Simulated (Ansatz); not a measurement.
Total energies of `CO[SiH](C)C`.

```xyz
15

C    -1.6304   -1.5200    0.5858
O    -1.2064   -0.1863    0.4688
Si    0.3789    0.2413    0.3019
C     0.4262    2.0973    0.3657
C     1.0956   -0.4202   -1.2900
H    -1.0814   -2.0537    1.3719
H    -2.6910   -1.5255    0.8454
H    -1.5054   -2.0686   -0.3555
H     1.1507   -0.3473    1.4405
H    -0.1464    2.5272   -0.4599
H     1.4543    2.4616    0.2924
H     0.0008    2.4647    1.3020
H     0.5586   -0.0262   -2.1569
H     2.1467   -0.1327   -1.3836
H     1.0492   -1.5115   -1.3286
```

Total charge 0; spin multiplicity 1. The structure was optimised at the PBE0-D4/def2-TZVP level. It is one conformer, not always the lowest. Basis def2-TZVPP, the Gaussian-basis code of Ansatz.

RPA on PBE orbitals: Hartree–Fock energy of these orbitals -483.31627 Eh, correlation -1.51397 Eh (frozen core).

```csv
functional,energy without D4 (Eh),D4 term (kJ/mol)
LDA (SPW92),-482.33671,–
revPBE,-485.06867,-87.5
r2SCAN,-485.05881,-7.3
B97M-V,-485.10733,–
BHLYP,-485.08683,-32.8
LC-ωPBE,-484.99697,–
ωB97X-V,-485.09594,–
ωB97M-V,-485.07634,–
B2PLYP,-484.91158,–
PBE-QIDH,-484.73696,–
```

Problem. Give the same for PBE, BLYP, PBE0, B3LYP, r2SCANh, r2SCAN0, HSE06 (plane-wave form), CAM-B3LYP. (Estimate.)

Solution. The calculation gave: 
```tsv
functional	energy without D4 (Eh)	D4 term (kJ/mol)
PBE	-484.78692	-28.0
BLYP	-485.10243	-61.2
PBE0	-484.84371	-23.8
B3LYP	-485.23256	-44.6
r2SCANh	-485.04939	-7.7
r2SCAN0	-485.03631	-8.5
HSE06 (plane-wave form)	-484.82570	-22.1
CAM-B3LYP	-485.11201	-24.0
```

B3LYP takes the VWN-RPA correlation (the form of Gaussian; ORCA's B3LYP/G). HSE06 is the plane-wave form, built on full-range PBE exchange. The double hybrids freeze the cores in their second-order part.

LC-ωPBE has ω = 0.4 bohr⁻¹.
